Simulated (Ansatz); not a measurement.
Abridged output of a molecular run in Ansatz:

```
Functional definition: HF
1230 factors; integrals over basis functions are off by at most 9.3e-4 eV
mean field evaluation 1: about -62372.6331 eV, gradient 1.3e1 eV
mean field evaluation 2: about -62372.7170 eV, gradient 1.3e1 eV
mean field evaluation 4: about -62373.6742 eV, gradient 2.6e0 eV
mean field evaluation 8: about -62373.6846 eV, gradient 1.2e-1 eV
mean field -62373.68468219 eV, -2292.1906336685 hartree, gradient 2.9e-6 eV, S^2 0.000000; 0 other end points of the search recorded, 0 dependent functions left out
13 core orbitals not correlated: weight in the atoms' cores, before any rotation towards them, 1.000 or more for the frozen orbitals, at most 0.000 for the correlated occupied ones
reference -62373.68468219 eV, -2292.1906336685 hartree; 17, 17 occupied and 152, 152 virtual orbitals, 1230 factors
second order -16.58144927 eV of doubles, -0.00000000 eV of singles
cycle   1  -16.63660976 eV  change   -5.5e-2 eV  update   1.0e-1
cycle   2  -17.22329822 eV  change   -5.9e-1 eV  update   3.0e-2
cycle   3  -17.27234928 eV  change   -4.9e-2 eV  update   1.3e-2
cycle   4  -17.26548344 eV  change    6.9e-3 eV  update   3.3e-3
cycle   5  -17.26422325 eV  change    1.3e-3 eV  update   9.3e-4
cycle   6  -17.26397968 eV  change    2.4e-4 eV  update   2.6e-4
cycle   7  -17.26387507 eV  change    1.0e-4 eV  update   6.1e-5
cycle   8  -17.26388329 eV  change   -8.2e-6 eV  update   1.9e-5
perturbative correction -0.50073195 eV, -0.0184015597 hartree
Total energy: -62391.44929743 eV, -2292.8434712374 hartree
```

Its atoms:

Z-matrix (Å, degrees):
```
Ge
Sn 1 2.595
H 1 1.538 2 110.4
H 1 1.538 2 110.4 3 -120.0
H 1 1.538 2 110.4 3 120.0
H 2 1.707 1 110.4 3 59.1
H 2 1.707 1 110.5 3 -61.0
H 2 1.707 1 110.4 3 179.0
```

(1) Which basis set was used?
A. def2-TZVPPD
B. def2-TZVPP
C. cc-pV(Q+d)Z
D. def2-SVP

(2) Write the keys of the input that set method, charge and spin (a neutral closed shell needs none for the last two).

Results:

(1) B. It gives 182 functions.

(2) 
```yaml
correlation: {method: ccsd_t}
```
